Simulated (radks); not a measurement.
The numbers below are computed, except where a source is named.
Radial electron density D(r) = 4 pi r^2 rho(r) of an atom or ion with 21 electrons. Level of theory: scalar-relativistic Kohn-Sham, BLYP, spin-polarised, spherical densities, finite nucleus; Fermi nuclear charge, rms radius of each element as measured or else 0.836 A^(1/3) + 0.57 fm (a radial shooting solver on a logarithmic mesh with Libxc functionals).

```
   r/bohr * D(r) (the largest magnitude, 107, reaches the edge; | marks zero)
 0.000784 |*
0.0008769 | *
 0.000973 | *
 0.001088 | *
 0.001208 |  *
 0.001351 |  *
 0.001511 |   *
 0.001676 |    *
 0.001875 |     *
 0.002081 |      *
 0.002327 |       *
 0.002582 |        *
 0.002888 |          *
  0.00323 |            *
 0.003585 |             *
 0.004009 |                *
 0.004449 |                  *
 0.004976 |                     *
 0.005566 |                       *
 0.006176 |                          *
 0.006908 |                             *
 0.007665 |                                *
 0.008573 |                                   *
 0.009589 |                                     *
  0.01064 |                                       *
   0.0119 |                                         *
  0.01321 |                                          *
  0.01477 |                                           *
  0.01639 |                                           *
  0.01833 |                                          *
   0.0205 |                                         *
  0.02275 |                                       *
  0.02545 |                                      *
  0.02824 |                                      *
  0.03158 |                                      *
  0.03533 |                                       *
   0.0392 |                                          *
  0.04384 |                                             *
  0.04865 |                                                *
  0.05441 |                                                    *
  0.06038 |                                                      *
  0.06753 |                                                      *
  0.07554 |                                                    *
  0.08382 |                                               *
  0.09375 |                                         *
    0.104 |                                   *
   0.1164 |                              *
   0.1301 |                           *
   0.1444 |                           *
   0.1615 |                            *
   0.1792 |                              *
   0.2005 |                              *
   0.2242 |                            *
   0.2488 |                        *
   0.2783 |                  *
   0.3088 |            *
   0.3454 |       *
   0.3832 |   *
   0.4286 | *
   0.4794 |*
    0.532 *
    0.595 *
   0.6603 *
   0.7385 *
```

What is the nuclear charge?

Answer. Z = 64. The innermost maximum, from 1s, lies near gamma/Z bohr with gamma = sqrt(1 - (Z/c)^2) = 0.884, here 0.0138 bohr (found: 0.0151), and its height grows with Z. The density is that of the gadolinium ion Gd43+ in [Ar] 3d3; the configuration itself is not fixed sharply by these data, and Z only to a few units. D(r) has 3 maxima, at r = 0.0151, 0.0644, 0.196 bohr, and minima at 0.0292, 0.139 bohr, inside which lie 1.94, 10.90 electrons.
